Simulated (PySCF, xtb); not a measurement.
Al(F)(OMe)(SiH3) (CH6AlFOSi), SMILES C[O][Al]([F])[SiH3].

GFN2-xTB (xtb 6.7.1) at its own geometry gives an orbital gap of 3.96 eV and a dipole moment of 2.23 D.

Geometry: B3LYP-D3(BJ)/def2-SVP. The structure was generated by enumeration; whether it is a known compound was not checked. The values are those of a single conformer.

Problem. What does PySCF with ωB97X/def2-TZVP give? (Estimate from the structure and the level; the computed values follow.)

Solution. gap 11.52 eV (levels -10.68 and 0.84 eV), dipole 1.16 D.
